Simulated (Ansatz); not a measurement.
Stepwise reaction of `[OH][SnH2][OH]` with hydrogen sulfide, as a gas-phase model of exchange steps in deposition or etching. ΔE in kJ/mol; ΔG adds harmonic PBE0-D4 terms to CCSD(T)/CBS, at 1 bar.

Isolated molecules relaxed with PBE0-D4/def2-TZVP in Ansatz; ΔE leaves out vibrations. CBS: MP2 limit from def2 TZ/QZ plus the TZ coupled-cluster correction, frozen cores. This one scheme is used for every species. Functionals use def2-TZVPP. B3LYP here is the variant with VWN-RPA as its local correlation; programs differ in this. def2 core potentials past Kr. For Sn outer-core shells are correlated without core-valence functions, which leaves a few kJ/mol of doubt a bond. One conformer a species, not always the lowest.

| step | reaction | PBE-D4 | B3LYP-D4 | ωB97M-V | CCSD(T)/CBS | ΔG(600 K) |
| --- | --- | --- | --- | --- | --- | --- |
| 1 | `[OH][SnH2][OH]` + H₂S → `[OH][SnH2][SH]` + H₂O | -42.6 | -38.3 | -38.0 | -40.6 | -36.4 |
| 2 | `[OH][SnH2][SH]` + H₂S → `[SH][SnH2][SH]` + H₂O | -41.2 | -37.7 | -37.2 | -40.7 | -43.2 |

Q: By hand: ΔE of the 2 steps together at CCSD(T)/CBS.

A: (-40.6) + (-40.7) = -81.3 kJ/mol, or -40.7 kJ/mol a step.

In ΔE the steps differ by no more than 0.1 kJ/mol. All are downhill at CCSD(T)/CBS. ΔG lies between -43.2 and -36.4 kJ/mol a step. PBE-D4 differs from CCSD(T)/CBS by -2.0 to -0.5 kJ/mol a step. Isolated molecules leave out the surface, adducts and barriers. Largest T1 diagnostic: 0.014.
